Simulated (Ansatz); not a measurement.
ScS, multiplicity 2 (the spin of the measured ground state), most abundant isotopes (44.9559 and 31.9721 u). Constants from fifth-degree fits in 1/R to seven points on the lowest solution found; no spin–orbit coupling, no relativity up to Kr; ω_e x_e and α_e move by some per cent with the fit.

Correlated levels freeze the inner cores; with def2 sets outer-core shells near the valence are correlated too. CBS: X⁻³ extrapolation of the correlation energy, Hartree–Fock from the larger set.

Codes used: Ansatz (Gaussian basis) for Hartree–Fock, density functionals and correlated methods. 

| level | r_e (Å) | ω_e (cm⁻¹) | ω_e x_e (cm⁻¹) | α_e (cm⁻¹) |
|---|---|---|---|---|
| PBE/def2-TZVPP | 2.1354 | 560.4 | 1.68 | 0.000795 |
| CCSD(T)/CBS(def2-TZVPP, def2-QZVPP) | 2.1362 | 579.9 | 1.51 | 0.000677 |

**Question.** Derive the rotational constants, the centrifugal constant, the fundamental, the zero-point energy and the force constant.

**Answer.** 
μ = 18.68414 u.
- PBE/def2-TZVPP: B_e = 16.8576/(μ r_e²) = 0.19787 cm⁻¹; B₀ = B_e − α_e/2 = 0.19747 cm⁻¹; D = 4B_e³/ω_e² = 9.87e-08 cm⁻¹; fundamental ω_e − 2ω_e x_e = 557 cm⁻¹; zero-point energy ω_e/2 − ω_e x_e/4 = 280 cm⁻¹; k = μ(2πcω_e)² = 346 N/m
- CCSD(T)/CBS(def2-TZVPP, def2-QZVPP): B_e = 16.8576/(μ r_e²) = 0.19772 cm⁻¹; B₀ = B_e − α_e/2 = 0.19738 cm⁻¹; D = 4B_e³/ω_e² = 9.19e-08 cm⁻¹; fundamental ω_e − 2ω_e x_e = 577 cm⁻¹; zero-point energy ω_e/2 − ω_e x_e/4 = 290 cm⁻¹; k = μ(2πcω_e)² = 370 N/m

Doubts at one or more of the structures used: T1 above 0.05 (CCSD(T)/CBS(def2-TZVPP, def2-QZVPP)).

Ansatz is a first-principles code.
